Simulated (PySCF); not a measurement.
# One molecule, several mistakes: BClGeH3O anion

All numbers below are calculated, not measured. They come from PySCF 2.14.0, an open-source quantum chemistry program, on an isolated molecule that a program drew, which may never have been made. The molecule is BClGeH3O anion (charge -1, singlet), drawn as the SMILES string `O[BH][GeH-][Cl]`.

Each row is a Hartree-Fock (HF) and frozen-core CCSD(T) single point in the aug-cc-pV(D+d)Z basis, meant for a local HF minimum. Run 1 is clean. Each other run has one planted mistake out of seven kinds, and not every kind appears here: one electron removed, one electron added, multiplicity raised by two, geometry at a saddle point, minimal basis STO-3G, one bond length entered in bohr, all coordinates scaled. The reference is restricted for singlets and unrestricted otherwise, and also for a bond in bohr. Adding or removing an electron swaps singlet and doublet. Electrons count all cores. HOMO and LUMO are orbital energies over both spins, the gradient is its largest component, and the lowest frequency (negative if imaginary) is given only where the gradient is small. Bond lengths are over the 6 bonds as drawn. T1 is the CCSD diagnostic: over 0.02 (restricted) or 0.045 (unrestricted) a single reference is doubtful. Germanium has the aug-cc-pVDZ-PP basis, with a core potential (ECP10MDF) in place of its 10 inner electrons, and its 3s, 3p and 3d shells are frozen in CCSD(T).

Geometry of the clean run:
```xyz
7
BClGeH3O anion, angstrom
O    -0.1768    1.3052    1.7407
B     0.0464    0.1116    1.0882
Ge   -1.2914   -1.5479    1.2390
Cl   -1.4369   -1.8908   -1.1506
H    -1.0424    1.3280    2.1140
H     1.1203    0.0793    0.5251
H    -2.6033   -0.6200    1.3195
```

```
run  electrons  basis functions  <S^2>  HOMO (eV)  LUMO (eV)  gradient (hartree/bohr)  lowest frequency (cm^-1)  mean bond (Å)  longest bond (Å)      T1  HF (hartree)  CCSD(T) (hartree)                          mistake
  1         66              137  0.000      -2.98       3.69                  2.7e-05                        27         1.6164             2.418  0.0162    -854.29402         -854.89836                         no fault
  2         66              137  0.512      -3.23       3.73                  2.4e-02                         -         1.7963             2.418  0.0549    -854.18537         -854.79731  one bond length entered in bohr
  3         66              137  0.000      -1.29       3.49                  4.8e-05                      -487         1.5497             2.285  0.0162    -854.25347         -854.86631       geometry at a saddle point
  4         66              137  2.020      -0.29       3.59                  4.3e-02                         -         1.6164             2.418  0.0328    -854.21815         -854.81702       multiplicity raised by two
  5         65              137  0.771     -10.49      -1.02                  4.7e-02                         -         1.6164             2.418  0.0203    -854.22300         -854.80130                                ?
```

**Which mistake was planted in run 5, and what did it cost?**

It counts 65 electrons, one fewer than the clean run, at the same geometry and basis. So the mistake is: one electron removed. Subtracting run 1 and multiplying by 627.51 kcal/mol a hartree, the energy moved by 44.6 kcal/mol in HF and 60.9 kcal/mol in CCSD(T).

Cautions from the logs. Run 2: T1 is over the limit, so its CCSD(T) energy is less reliable.
